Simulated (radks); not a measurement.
Species: V+. Configuration: [Ne] 3s2 3p5.5 3d4 4p0.5 (fractional occupations, a model configuration). Calculated with a radial shooting solver on a logarithmic mesh with Libxc functionals: Dirac Kohn-Sham, PBE, spin-unpolarised, spherical densities, finite nucleus; open shells are shared between the two j in proportion to 2j + 1; Fermi nuclear charge, rms radius 3.6002 fm.

Normalised radial functions P(r) = r R(r) (large component), r in bohr:

r	3p3/2	3d3/2	3d5/2
0.0025	0.0008	0.0000	0.0000
0.003308	0.0014	0.0000	0.0000
0.004342	0.0025	0.0000	0.0000
0.005745	0.0042	0.0000	0.0000
0.00754	0.0071	0.0000	0.0000
0.009977	0.0121	0.0001	0.0001
0.0131	0.0200	0.0002	0.0002
0.01733	0.0333	0.0004	0.0004
0.02274	0.0539	0.0008	0.0008
0.03009	0.0866	0.0018	0.0017
0.0395	0.1340	0.0037	0.0036
0.05184	0.2004	0.0077	0.0076
0.0686	0.2900	0.0159	0.0156
0.09004	0.3915	0.0310	0.0305
0.1191	0.4910	0.0595	0.0587
0.1564	0.5455	0.1070	0.1059
0.2069	0.5026	0.1849	0.1834
0.2716	0.3137	0.2947	0.2927
0.3593	-0.0442	0.4401	0.4376
0.4717	-0.4849	0.5952	0.5926
0.6241	-0.8852	0.7360	0.7335
0.8191	-1.0620	0.8111	0.8093
1.084	-0.9583	0.7945	0.7937
1.423	-0.6705	0.6945	0.6947
1.882	-0.3525	0.5388	0.5399
2.471	-0.1391	0.3733	0.3749
3.269	-0.0363	0.2194	0.2209
4.291	-0.0061	0.1067	0.1078
5.677	-0.0005	0.0379	0.0385
7.452	0.0000	0.0095	0.0096
9.86	0.0000	0.0013	0.0013
12.94	0.0000	0.0001	0.0001

3p3/2: eigenvalue -50.289 eV, 1 radial node at r = 0.349 bohr, <r> = 1.02 bohr, 90 % of the charge inside 1.58 bohr. 3d3/2: eigenvalue -11.780 eV, 0 radial nodes, <r> = 1.42 bohr, 90 % of the charge inside 2.49 bohr. 3d5/2: eigenvalue -11.715 eV, 0 radial nodes, <r> = 1.42 bohr, 90 % of the charge inside 2.50 bohr.
